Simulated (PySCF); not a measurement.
# Two-component Hartree-Fock for Tc³⁺ (technetium, charge +3)

Start: [Kr] 4d4; 4d3/2 filled at m_j = -3/2, -1/2, +1/2, +3/2. Calculated with PySCF 2.14 in x2c-SVPall-2c (6s8p6d1f, 67 functions): generalised Hartree-Fock with the X2C-1e Hamiltonian and a Gaussian nucleus; one run each with spin-orbit coupling (SO) switched off, then screened by Boettger's factors.

```csv
spinor shell,electrons,"ε, spin-free (eV)","ε, screened SO (eV)",weight of nominal j (screened SO),"rms radius, screened SO (bohr)"
1s1/2,2,-21186.1,-21184.9,1.000,0.0394
2s1/2,2,-3125.6,-3125.2,1.000,0.162
2p1/2,2,-2794.6,-2876.4,1.000,0.141
2p3/2,4,-2794.6,-2756.2,1.000,0.145
3s1/2,2,-603.23,-603.11,1.000,0.441
3p1/2,2,-491.44,-505.66,1.000,0.439
3p3/2,4,-491.44,-484.68,1.000,0.450
3d3/2,4,-310.57,-313.18,0.964,0.433
3d5/2,6,-310.57,-308.68,0.976,0.437
4s1/2,2,-119.92,-119.88,1.000,1.13
4p1/2,2,-86.026,-92.085,0.677,1.24
4p3/2,4,-86.026,-83.012,0.838,1.24
4d3/2,4,-43.069,-43.084,0.547,1.63
```

```csv
quantity,spin-free,screened SO
E (hartree),-4280.60462,-4281.13933
M_J,0,0
⟨J²⟩,4.005,3.693
⟨L²⟩,6.004,5.973
⟨S²⟩,6.001,5.968
```

The determinant has a definite M_J but mixes levels of different J.

Each row is a mean over spinors that exchange with the open shell spreads, by up to 6.533 eV (4p3/2).

Rows whose weight is well below 1 are mixtures of j = l ± 1/2: exchange outweighs spin-orbit coupling there, and the label is only the starting occupation.

Breit and QED terms are absent; they matter most for the inner s and p1/2 levels.

Densities and radii are taken from the X2C orbitals without a picture-change correction, which distorts them close to the nucleus.

Without spin-orbit coupling the j labels of p, d and f shells carry no meaning; the spin-free column gives the mean over the occupied spinors of each nl shell, and its ⟨J²⟩ belongs to a mixture of degenerate components.
